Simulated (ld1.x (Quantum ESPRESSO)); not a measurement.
**What the settings do to the RRKJ potential of promethium (Pm)**

Base potential:

| Quantity | Value |
| --- | --- |
| Element | Pm |
| Generator | ld1.x (Quantum ESPRESSO) 7.5 |
| Type | norm-conserving RRKJ (Kleinman–Bylander form) |
| Functional | PBE |
| Relativity | scalar-relativistic |
| Frozen core | [Kr] 4d10 |
| Valence charge | 15 |
| Reference configuration | 4f4.5 5s2 5p6 5d0.5 6s2 6p0 |
| Partial waves | 5s (bound): rc 2.25 bohr; 5p (bound): rc 1.90 bohr; 5d (bound): rc 3.90 bohr; 4f (bound): rc 1.25 bohr |
| Local potential | all-electron potential smoothed inside 2.20 bohr (lloc = -2) |
| Core correction | none |

Occupied shells without a wave of their own: 6s. They enter only through the test configuration that unscreens the potential.

Cutoffs, loose and tight: the cutoffs (Ry, on a coarse ladder) from which the occupation-weighted sum of valence levels, in a spherical-Bessel basis at the reference potential, stays within 10 and 1 mRy of its value at 400 Ry. They do not see the model core or the augmentation charge, which bear on the density cutoff. Test errors are all-electron minus pseudo excitation energies from the reference, over the configurations 4f5 5s2 5p6 5d0 6s2 6p0; 4f5 5s2 5p6 5d0 6s1 6p0; 4f5 5s2 5p6 5d0 6s0 6p0; 4f5 5s1 5p6 5d0 6s2 6p0; 4f5 5s2 5p6 5d0 6s0 6p2; 4f5 5s2 5p6 5d1 6s1 6p0; 4f5 5s2 5p6 5d0.5 6s1.5 6p0. A dash means not determined; rows that change the core or the reference have their own tests.

Cutoffs are not given where the Bessel-basis levels miss the radial ones by over 6 mRy, ghosts where they miss by over 20 mRy; a channel whose overlap is not positive is not tested.

```csv
change,outcome,bound ghosts,largest test error (meV)
base,"generated, misses its reference levels by 6.21 eV",not determined,"no test is counted, since the test run did not reproduce the reference configuration"
wave 4f (bound): rc 1.25 bohr becomes 4f (bound): rc 0.84 bohr,"generated, misses its reference levels by 6.21 eV",not determined,"no test is counted, since the test run did not reproduce the reference configuration"
wave 4f (bound): rc 1.25 bohr becomes 4f (bound): rc 0.94 bohr,"generated, misses its reference levels by 6.21 eV",not determined,"no test is counted, since the test run did not reproduce the reference configuration"
wave 4f (bound): rc 1.25 bohr becomes 4f (bound): rc 1.06 bohr,"generated, misses its reference levels by 6.21 eV",not determined,"no test is counted, since the test run did not reproduce the reference configuration"
wave 4f (bound): rc 1.25 bohr becomes 4f (bound): rc 1.18 bohr,"generated, misses its reference levels by 6.21 eV",not determined,"no test is counted, since the test run did not reproduce the reference configuration"
wave 4f (bound): rc 1.25 bohr becomes 4f (bound): rc 1.64 bohr,"generated, misses its reference levels by 6.25 eV",not determined,"no test is counted, since the test run did not reproduce the reference configuration"
wave 4f (bound): rc 1.25 bohr becomes 4f (bound): rc 1.76 bohr,"generated, misses its reference levels by 6.26 eV",not determined,"no test is counted, since the test run did not reproduce the reference configuration"
```

What comes out with this change to the base: wave 4f (bound): rc 1.25 bohr becomes 4f (bound): rc 1.34 bohr?

outcome: generated, misses its reference levels by 6.22 eV; bound ghosts: not determined; largest test error (meV): no test is counted, since the test run did not reproduce the reference configuration.

What comes out with this change to the base: wave 4f (bound): rc 1.25 bohr becomes 4f (bound): rc 1.46 bohr?

outcome: generated, misses its reference levels by 6.23 eV; bound ghosts: not determined; largest test error (meV): no test is counted, since the test run did not reproduce the reference configuration.

What comes out with this change to the base: wave 4f (bound): rc 1.25 bohr becomes 4f (bound): rc 1.90 bohr?

outcome: generated, misses its reference levels by 6.27 eV; bound ghosts: not determined; largest test error (meV): no test is counted, since the test run did not reproduce the reference configuration.
